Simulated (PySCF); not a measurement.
Dipole response of Co²⁺ (cobalt, charge +2)

[Ar] 3d7, high-spin 4F determinant. All numbers are calculated (PySCF 2.14, scalar relativity by spin-free X2C-1e, in x2c-TZVPPall with one added diffuse shell each of s, p, d, f type (7s6p5d3f1g, 80 functions)). Coupled (time-dependent) response in atomic units; α is the mean over directions.

```tsv
method	mean α (bohr³)	C₆ (like pair)	S(−4)
UHF	2.933	8.139	3.934
PBE	3.813	10.87	8.464
PBE0	3.500	9.896	6.585
```

S(−4) is the Cauchy moment in α(ω) = α(0) + S(−4) ω² + …

α(iu) at PBE0:

```json
{"u (hartree)": "0", "α(iu) (bohr³)": "3.500"}
{"u (hartree)": "0.0500", "α(iu) (bohr³)": "3.484"}
{"u (hartree)": "0.100", "α(iu) (bohr³)": "3.437"}
{"u (hartree)": "0.200", "α(iu) (bohr³)": "3.268"}
{"u (hartree)": "0.300", "α(iu) (bohr³)": "3.044"}
{"u (hartree)": "0.500", "α(iu) (bohr³)": "2.580"}
{"u (hartree)": "0.750", "α(iu) (bohr³)": "2.108"}
{"u (hartree)": "1.00", "α(iu) (bohr³)": "1.758"}
{"u (hartree)": "1.50", "α(iu) (bohr³)": "1.288"}
{"u (hartree)": "2.00", "α(iu) (bohr³)": "0.9930"}
{"u (hartree)": "3.00", "α(iu) (bohr³)": "0.6483"}
{"u (hartree)": "5.00", "α(iu) (bohr³)": "0.3370"}
```

For an ion, C₆ is the dispersion term alone; charge-induced terms of lower order in 1/R come first.
